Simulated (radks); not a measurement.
Results of a calculation; reference values are marked as such.
Kr11+, configuration [Ar] 3d7. Code: a radial shooting solver on a logarithmic mesh with Libxc functionals. Model: scalar-relativistic Kohn-Sham, BLYP, spin-unpolarised, spherical densities, finite nucleus; Fermi nuclear charge, rms radius 4.1884 fm.

Normalised radial functions P(r) = r R(r), r in bohr:

```
   r/bohr * 3p (the largest magnitude, 1.53, reaches the edge; | marks zero)
 0.001745                             *
 0.001952                             *
   0.0022                             *
 0.002461                             *
 0.002753                             *
 0.003079                             *
 0.003444                             *
 0.003852                             *
 0.004343                             *
 0.004858                             *
 0.005434                             *
 0.006078                             *
 0.006798                             *
 0.007604                             |*
 0.008573                             |*
 0.009589                             |*
  0.01073                             |*
    0.012                             |*
  0.01342                             |*
  0.01501                             | *
  0.01679                             | *
  0.01893                             |  *
  0.02117                             |  *
  0.02368                             |   *
  0.02649                             |   *
  0.02963                             |    *
  0.03314                             |     *
  0.03736                             |      *
  0.04179                             |       *
  0.04674                             |        *
  0.05228                             |          *
  0.05848                             |           *
  0.06541                             |            *
  0.07375                             |             *
  0.08249                             |              *
  0.09226                             |              *
   0.1032                             |              *
   0.1154                             |             *
   0.1291                             |            *
   0.1456                             |         *
   0.1628                             |      *
   0.1821                             |   *
   0.2037                            *|
   0.2278                       *     |
   0.2548                  *          |
    0.285             *               |
   0.3214        *                    |
   0.3595     *                       |
   0.4021   *                         |
   0.4497  *                          |
    0.503   *                         |
   0.5626     *                       |
   0.6344        *                    |
   0.7096           *                 |
   0.7936               *             |
   0.8877                   *         |
   0.9929                      *      |
    1.111                         *   |
    1.252                          *  |
    1.401                            *|
    1.567                            *|
    1.752                             *
```

3p: eigenvalue -445.47 eV, 1 radial node at r = 0.199 bohr, <r> = 0.514 bohr, 90 % of the charge inside 0.775 bohr.
